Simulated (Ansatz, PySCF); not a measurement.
This triplet is an excited state, 2.24 eV above the relaxed singlet at the level frozen-core CCSD(T)/cc-pVTZ // PBE0-D3(BJ)/def2-TZVP (Ansatz, an electronic-structure program).

Z-matrix (Å, degrees):
```
Si
N 1 1.7136
H 2 1.0075 1 121.88
H 2 1.0076 3 112.46 1 -158.64
S 1 2.1352 2 122.76 3 104.03
H 5 1.3477 1 98.48 2 -90.43
```
Charge 0, spin multiplicity 3.

Task: Estimate the total energy, highest occupied spin orbital and dipole moment that PBE-D3(BJ)/def2-TZVP // PBE0-D3(BJ)/def2-TZVP in PySCF returns for this input.

Result: 
| Quantity | Value |
|---|---|
| total energy | -20241.66 eV |
| highest occupied spin orbital | -4.07 eV |
| dipole moment | 2.27 D |
